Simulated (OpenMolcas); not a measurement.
4d5 along the 41-electron sequence

```json
{"Program": "OpenMolcas", "Method": "MS-CASPT2, IPEA 0.25 Eh, imaginary shift 0.1 Eh", "Basis": "ANO-RCC-VTZP", "Scalar Hamiltonian": "DKH2, point nucleus", "Spin-orbit coupling": "RASSI with atomic mean-field integrals over the reference wave functions, term energies averaged over their components"}
```

Active space for each ion: 5 electrons in 10 orbitals (4d 5d); closed shells correlated by CASPT2: 4s 4p.

Computed levels in cm-1 above 6S 5/2:

```
                               Level   Ru3+   Rh4+   Ag6+
                              4G 5/2  23940  26530  31380
                              4G 7/2  24190  26910  32250
                             4G 11/2  24320  27100  32580
                              4G 9/2  24350  27160  32740
                              4P 3/2  26820  29710  35030
                              4P 1/2  27510  30660  36570
                              4D 7/2  28720  32030  38560
                              4D 1/2  29500  33180  40550
                              4D 5/2  30060  33840  41260
weight of 6S in the lowest level (%)     99     99     98
```

Mixed levels, with the weight of the term that names them: Ru3+ 4P 3/2 (60 %), Ru3+ 4P 1/2 (72 %), Ru3+ 4D 1/2 (73 %), Ru3+ 4D 5/2 (59 %), Rh4+ 4P 3/2 (57 %), Rh4+ 4P 1/2 (69 %), Rh4+ 4D 1/2 (70 %), Rh4+ 4D 5/2 (57 %), Ag6+ 4P 3/2 (55 %), Ag6+ 4P 1/2 (69 %), Ag6+ 4D 1/2 (70 %), Ag6+ 4D 5/2 (56 %).

Measured, with the error of the calculation in %. Measured levels: Ag6+ from the list in Gamrath, thesis, University of Mons (2023).

| Level | Ag6+ |
| --- | --- |
| 4G 5/2 | 29390 (+6.8) |
| 4G 7/2 | 30378 (+6.2) |
| 4G 11/2 | 30662 (+6.3) |
| 4G 9/2 | 30907 (+5.9) |
| 4P 3/2 | 32994 (+6.2) |
| 4P 1/2 | 34605 (+5.7) |
| 4D 7/2 | 36485 (+5.7) |
| 4D 1/2 | 38685 (+4.8) |
| 4D 5/2 | 39299 (+5.0) |

4G 5/2 changes by a factor of 1.31 over the same range, with steps per unit of Z of +2590, +2420 cm-1.

CASPT2 breaks the degeneracy within a term, and the mean is taken; among the terms shown or strongly mixed into the levels shown the widest spread is 190 cm-1 (4d5 4G, Ag6+). Active for correlation alone: 5d; no level in the range computed is led by a configuration that fills it, so any true level of that kind is missing. Computed and measured levels are paired by configuration, term and J; levels that our copy of the source lacks, or whose pairing is in doubt (as where it misses far off the trend of its configuration), stay unpaired and out of the deviations. Levels of configurations outside the active space are missing.
